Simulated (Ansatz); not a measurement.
A run for Ansatz (a program for electronic structure): U-r2SCAN/cc-pVTZ on CH6GeO (SMILES C[O][GeH3]), a point of a bond scan (R = 1.225 Å).

Ansatz 0.2 input:
```yaml
crystal:
  periodic: [false, false, false]
  atoms:
    - {symbol: Ge, position_ang: [0.70620540, -0.11748486, 0.11798120]}
    - {symbol: O, position_ang: [-0.90591936, -0.12633232, -0.65985098]}
    - {symbol: C, position_ang: [-1.98001064, 0.51275973, 0.00577285]}
    - {symbol: H, position_ang: [1.43029092, -0.72762544, -0.65985094]}
    - {symbol: H, position_ang: [1.16139681, 1.34424293, 0.31136889]}
    - {symbol: H, position_ang: [0.60492437, -0.81782501, 1.48929881]}
    - {symbol: H, position_ang: [-1.79297789, 1.58363694, 0.15372861]}
    - {symbol: H, position_ang: [-2.87068016, 0.40371520, -0.61514246]}
    - {symbol: H, position_ang: [-2.18512951, 0.06000634, 0.98382744]}
basis:
  gaussian:
    orbitals: cc-pVTZ
hamiltonian:
  xc: {name: r2SCAN}
magnetization: {spin_polarized: true, initial_magnetization: 0}
```

### Question
Give the final energy of this run.

### Answer
-2193.8968 hartree.

### Question
How many basis functions does it have, and what does it roughly cost on one machine?

### Answer
187 functions; roughly 17 core-seconds.
